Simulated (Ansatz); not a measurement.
Cartesian coordinates in Å:
```
C -0.1313 -1.1086 1.2628
O -0.5604 0.1760 0.8554
Si -0.3409 0.7926 -0.6308
S 1.7492 0.9385 -0.9930
Cl -1.2672 2.6091 -0.6204
H 0.9485 -1.2276 1.1328
H -0.6440 -1.8937 0.6977
H -0.3757 -1.2205 2.3193
H -0.9675 -0.0209 -1.6967
H 1.5894 0.9551 -2.3271
```

Total charge 0; spin multiplicity 1.

List the r2SCAN/def2-TZVPP orbital energies in eV (Ansatz). (Best estimate.)

Ansatz gave: Occupied: -2753.35, -2409.32, -1792.90, -516.29, -274.71, -254.75, -213.78, -193.29, -193.16, -193.15, -157.86, -157.77, -157.66, -143.12, -98.02, -97.99, -97.95, -27.22, -21.60, -19.29, -18.21, -13.95, -12.03, -11.87, -11.81, -10.84, -10.04, -9.25, -8.41, -8.17, -8.05, -7.47, -6.86. Lowest empty: -0.54, 0.05, 0.38, 0.68, 1.86, 2.08, 2.70, 3.17.
